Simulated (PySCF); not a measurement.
C5H7BF2.
Atom-mapped SMILES: `[CH3:1][B:2]([CH3:3])[C:4]([F:5])=[C:6]=[CH:7][F:8]` (hydrogens: H9, H10, H11 on C1; H12, H13, H14 on C3; H15 on C7)

The calculation used PySCF 2.14.0, PBE0-D3(BJ)/def2-SVP geometry optimisation, gas phase.

Task: Give the optimised bond lengths and angles.

Result: 
| bond | length (pm) |
| --- | --- |
| C1–B2, B2–C3 | 156.5 |
| B2–C4 | 157.6 |
| C4–F5 | 134.7 |
| C4=C6 | 132.0 |
| C6=C7 | 130.8 |
| C7–F8 | 133.1 |
| C1–H9 and 5 like bonds | 110.3 |
| C7–H15 | 109.6 |

Bonds in one row agree within 1 pm and their mean is given. A selection of angles:
| angle | degrees |
| --- | --- |
| B2–C1–H9 | 115.4 |
| B2–C1–H10 | 111.9 |
| B2–C1–H11 | 106.4 |
| H9–C1–H10 | 109.8 |
| H9–C1–H11 | 107.4 |
| H10–C1–H11 | 105.3 |
| C1–B2–C3 | 122.6 |
| C1–B2–C4 | 120.1 |
| C3–B2–C4 | 117.3 |
| B2–C3–H12 | 114.3 |
| B2–C4–F5 | 116.7 |
| B2–C4–C6 | 124.1 |
| F5–C4–C6 | 119.2 |
| C4–C6–C7 | 175.5 |
| C6–C7–F8 | 123.7 |
| C6–C7–H15 | 123.5 |
| F8–C7–H15 | 112.8 |

Dihedral angles: C1–B2–C4–F5 -174° (antiperiplanar). The mirror-image conformer, all signs reversed, is as good.

Of the pairs four or more bonds apart, C6···H9 is among the closest relative to their van der Waals radii: 2.76 Å, 95 % of the sum of Bondi's values. B2 (three-coordinate boron) is planar (angles 122.6°, 120.1° and 117.3°, sum 360.0°, 0.00 Å off the plane of its three neighbours).

Point group: C1 (no symmetry element, even within 0.4 Å). PBE0-D3(BJ)/def2-SVP frequencies: not computed here.
